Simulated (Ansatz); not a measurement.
C₂H₆ClSi (`[CH2]C[SiH2]Cl`) radical. Charge 0, multiplicity 2.

Z-matrix (Å, degrees):
```
C
Si 1 1.883
C 1 1.472 2 106.5
H 1 1.094 2 108.0 3 -121.5
H 1 1.094 2 108.0 3 121.5
Cl 2 2.066 1 111.1 3 180.0
H 2 1.482 1 110.1 3 -60.9
H 2 1.482 1 110.1 3 60.8
H 3 1.082 1 120.9 2 86.5
H 3 1.082 1 120.9 2 -86.5
```

**Question.** List the harmonic frequencies (cm⁻¹, unscaled) at PBE0-D4/def2-TZVP in Ansatz. (Estimate.)

**Answer.** The calculation gave: 92, 131, 234, 247, 493, 520, 531, 677, 702, 769, 854, 946, 957, 1093, 1120, 1237, 1430, 1468, 2244, 2253, 3053, 3114, 3172, 3277.

**Question.** Is this a minimum?

**Answer.** Yes, all 24 modes are real.

**Question.** Give the ideal-gas thermochemistry at 298.15 K and 1 bar (rigid rotor, harmonic oscillator; point group Cs, symmetry number 1).

**Answer.** Zero-point energy 183.1 kJ/mol; H(298) − E = 202.5 kJ/mol; entropy 337.2 J/(mol·K), of which translation 165.5, rotation 109.5, vibration 56.4, electronic 5.8; G(298) − E = 102.0 kJ/mol. Modes under 100 cm⁻¹ are hindered rotations or soft bends, so the harmonic entropy is rough.

**Question.** And at 400, 500, 600, 800 and 1000 K?

**Answer.** 
| T (K) | H − E (kJ/mol) | S (J/mol/K) | G − E (kJ/mol) |
| --- | --- | --- | --- |
| 400 | 213.7 | 369.3 | 66.0 |
| 500 | 226.5 | 397.8 | 27.6 |
| 600 | 240.7 | 423.6 | -13.5 |
| 800 | 272.3 | 469.0 | -102.9 |
| 1000 | 307.3 | 507.9 | -200.6 |

**Question.** Rotational constants (cm⁻¹)?

**Answer.** 0.5133, 0.06537, 0.06061.
